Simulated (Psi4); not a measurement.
Cl₂Te (SMILES Cl[Te]Cl), singlet, at a GFN2-xTB geometry (core potentials on Te); REVPBE/def2-SVPD (Psi4).

Here is a job for Psi4.
```
memory 2 GB

molecule mol {
0 1
  Te   -0.011706    0.011960    0.614308
  Cl    1.114639    1.323798   -0.944761
  Cl   -1.078834   -1.360381   -0.934299
}

set basis def2-svpd
set reference rks

energy('revpbe')
print_variables()
```

It wrote (shortened):

```
   => Loading Basis Set <=

    Name: DEF2-SVPD
    Role: ORBITAL
    Keyword: BASIS

    !!!  WARNING: ECP capability is in beta. Please check occupations closely.  !!!

         ---------------------------------------------------------
                                   SCF
               by Justin Turney, Rob Parrish, Andy Simmonett
                          and Daniel G. A. Smith
                              RKS Reference
         ---------------------------------------------------------

  ==> Geometry <==

    Molecular point group: cs
    Full point group: Cs

    Geometry (in Angstrom), charge = 0, multiplicity = 1:

       Center              X                  Y                   Z               Mass
    ------------   -----------------  -----------------  -----------------  -----------------
         TE          -0.001642264219    -0.543982931521     0.000000000000   129.906222748000
         CL          -1.730164831633     1.015657372514     0.000000000000    34.968852682000
         CL           1.736265699264     1.005191538827     0.000000000000    34.968852682000

  Running in cs symmetry.

  Rotational constants: A =      0.15347  B =      0.08024  C =      0.05269 [cm^-1]
  Rotational constants: A =   4600.79795  B =   2405.45286  C =   1579.58984 [MHz]
  Nuclear repulsion =  229.590976498308521

  Charge       = 0
  Multiplicity = 1
  Electrons    = 58
  Nalpha       = 29
  Nbeta        = 29

  ==> Algorithm <==

  SCF Algorithm Type is DF.
  DIIS enabled.
  MOM disabled.
  Fractional occupation disabled.
  Guess Type is SAD.
  Energy threshold   = 1.00e-06
  Density threshold  = 1.00e-06
  Integral threshold = 1.00e-12

  ==> Primary Basis <==

  Basis Set: DEF2-SVPD
    Blend: DEF2-SVPD
    Number of shells: 35
    Number of basis functions: 89
    Number of Cartesian functions: 96
    Spherical Harmonics?: true
    Max angular momentum: 2

  Core potential: DEF2-SVPD
    Number of shells: 4
    Number of ECP primitives: 18
    Number of ECP core electrons: 28
    Max angular momentum: 3

  ==> DFT Potential <==

   => LibXC <=

    Version 7.1.2
    S. Lehtola, C. Steigemann, M. J. T. Oliveira, and M. A. L. Marques,  SoftwareX 7, 1–5 (2018) (10.1016/j.softx.2017.11.002)

   => Composite Functional: REVPBE <=

    revPBE GGA Exchange-Correlation Functional

    Y. Zhang and W. Yang, Phys. Rev. Lett. 80, 890, 1998

    Deriv               =              1
    GGA                 =           TRUE
    Meta                =          FALSE

    Exchange Hybrid     =          FALSE
    MP2 Hybrid          =          FALSE

   => Exchange Functionals <=

    1.0000   XC_GGA_X_PBE_R

   => Correlation Functionals <=

    1.0000     XC_GGA_C_PBE

   => LibXC Density Thresholds  <==

    XC_GGA_C_PBE:  1.00E-12
    XC_GGA_X_PBE_R:  1.00E-15

   => Molecular Quadrature <=

    Radial Scheme          =       TREUTLER
    Pruning Scheme         =           NONE
    Nuclear Scheme         =       TREUTLER

    Blocking Scheme        =         OCTREE
    BS radius alpha        =              1
    Pruning alpha          =              1
    Radial Points          =             75
    Spherical Points       =            302
    Total Points           =          66163
    Total Blocks           =            587
    Max Points             =            254
    Max Functions          =             85
    Weights Tolerance      =       1.00E-15

   => Loading Basis Set <=

    Name: (DEF2-SVPD AUX)
    Role: JKFIT
    Keyword: DF_BASIS_SCF

  ==> Integral Setup <==

  SCF_SUBTYPE=INCORE selected. In-core MEM_DF algorithm will be used.
  Using in-core AOs.

  ==> MemDFJK: Density-Fitted J/K Matrices <==

    J tasked:                   Yes
    K tasked:                    No
    wK tasked:                   No
    Algorithm:                 Core
    Schwarz Cutoff:           1E-12
    Mask sparsity (%):       1.2372
    Fitting Condition:        1E-10

   => Auxiliary Basis Set <=

  Basis Set: (DEF2-SVPD AUX)
[...]
    Number of shells: 122
    Number of basis functions: 474
    Number of Cartesian functions: 619
    Spherical Harmonics?: true
    Max angular momentum: 5

  Minimum eigenvalue in the overlap matrix is 3.5411046421E-03.
  Reciprocal condition number of the overlap matrix is 6.6028258306E-04.
    Using symmetric orthogonalization.

  ==> Pre-Iterations <==

  SCF Guess: Superposition of Atomic Densities via on-the-fly atomic UHF (no occupation information).

   -------------------------
    Irrep   Nso     Nmo
   -------------------------
     A'        62      62
     A"        27      27
   -------------------------
    Total      89      89
   -------------------------

  ==> Iterations <==

                           Total Energy        Delta E     RMS |[F,P]|

   @DF-RKS iter SAD: -1186.27303781347587   -1.18627e+03   0.00000e+00
    Occupation by irrep:
             Ap   App
    DOCC [    22,    7 ]
    NA   [    22,    7 ]
    NB   [    22,    7 ]

   @DF-RKS iter   1: -1186.64146131387770   -3.68424e-01   2.07581e-02 ADIIS/DIIS
    Occupation by irrep:
             Ap   App
    DOCC [    21,    8 ]
    NA   [    21,    8 ]
    NB   [    21,    8 ]

   @DF-RKS iter   2: -1181.55392671718641    5.08753e+00   3.66288e-02 ADIIS/DIIS
   @DF-RKS iter   3: -1187.98262422921925   -6.42870e+00   4.80792e-03 ADIIS/DIIS
   @DF-RKS iter   4: -1188.03474524789840   -5.21210e-02   2.01831e-03 ADIIS/DIIS
   @DF-RKS iter   5: -1188.04344626827310   -8.70102e-03   8.81817e-04 ADIIS/DIIS
   @DF-RKS iter   6: -1188.04534234735183   -1.89608e-03   4.93220e-04 ADIIS/DIIS
   @DF-RKS iter   7: -1188.04609586211268   -7.53515e-04   1.37652e-04 ADIIS/DIIS
   @DF-RKS iter   8: -1188.04616356727070   -6.77052e-05   4.03973e-05 DIIS
   @DF-RKS iter   9: -1188.04616890087664   -5.33361e-06   5.79857e-06 DIIS
   @DF-RKS iter  10: -1188.04616900216911   -1.01292e-07   1.06444e-06 DIIS
   @DF-RKS iter  11: -1188.04616900576843   -3.59933e-09   1.52556e-07 DIIS
  Energy and wave function converged.

  ==> Post-Iterations <==

   Electrons on quadrature grid:
      Ntotal   =   58.0000162133 ; deviation = 1.621e-05

    Orbital Energies [Eh]
    ---------------------

    Doubly Occupied:

[...]
    Virtual:

[...]
    Final Occupation by Irrep:
             Ap   App
    DOCC [    21,    8 ]
    NA   [    21,    8 ]
    NB   [    21,    8 ]

  @DF-RKS Final Energy: -1188.04616900576843

   => Energetics <=

    Nuclear Repulsion Energy =            229.5909764983085211
    One-Electron Energy =               -2194.4658702922829434
    Two-Electron Energy =                 853.9491529030395895
    DFT Exchange-Correlation Energy =     -77.1204281148335866
    Empirical Dispersion Energy =           0.0000000000000000
    VV10 Nonlocal Energy =                  0.0000000000000000
    Total Energy =                      -1188.0461690057684336

Computation Completed

Properties will be evaluated at   0.000000,   0.000000,   0.000000 [a0]

Properties computed using the SCF density matrix

 Multipole Moments:

 ------------------------------------------------------------------------------------
     Multipole            Electronic (a.u.)      Nuclear  (a.u.)        Total (a.u.)
 ------------------------------------------------------------------------------------

 L = 1.  Multiply by 2.5417464519 to convert [e a0] to [Debye]
 Dipole X            :         -0.1238066            0.1215102           -0.0022965
 Dipole Y            :        -41.0107480           40.2489765           -0.7617715
 Dipole Z            :          0.0000000            0.0000000            0.0000000
 Magnitude           :                                                    0.7617749

 ------------------------------------------------------------------------------------

  Variable Map:
  ----------------------------------------------------------------------------
[...]
  Array Variable Map:
  ----------------------------------------------------------------------------
[...]
[...]
```
